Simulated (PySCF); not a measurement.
## Identify the compound

The spectra below were simulated for a compound C₂H₁₃NOSi₃.

$^{1}$H NMR (400 MHz, computed): δ 5.17 (q, 2H), 4.64 (s, 2H), 3.32 (t, 3H), 2.47 (s, 6H).

$^{13}$C{$^{1}$H} NMR (computed): δ 38.0 (CH3, 2C).

PySCF 2.14 calculation with shielding tensors at B97-2/pcSseg-1 (GIAO) and coordinates at the PBE0-D3(BJ)/def2-SVP level; no solvent, single conformer, non-relativistic, equivalent nuclei averaged.

Scale: $^{1}$H (σref 31.38), $^{13}$C (σref 183.69) against TMS (reference shieldings calculated alike).

**Question.** What is the structure?

**Answer.** 
Rings plus π bonds: 0. 1 carbon signal for 2 carbons: some carbons are equivalent by symmetry or fast rotation. Carbon types of the structure: 2 × CH3, leaving 7 H on heteroatoms. δC 38.0: methyl carbon bonded to N; deshielded by the electronegative neighbour. δH 5.17: hydrogen on a silicon bonded to O, Si. δH 4.64: hydrogen on a silicon bonded to N, O. δH 3.32: hydrogen on a silicon bonded to Si. δH 2.47: hydrogen on a methyl carbon bonded to N; its carbon carries N, an electronegative neighbour.

Structure: SMILES [SiH2](N(C)C)O[SiH2][SiH3].

The data come from this structure; uniqueness wasn't tested.

Shifts are as computed. Against solution values, carbons near 30 ppm lie about +1 ppm off and those near 130 ppm about +2 ppm. Of 1309 compounds with measured shifts, 239 miss one by over three times the rms of a fit or turn the order of signals round; such compounds aren't used in these exercises. Multiplicities follow the n + 1 count of equivalent neighbours, as no J values were calculated; m marks all less simple cases, F and P coupling included.
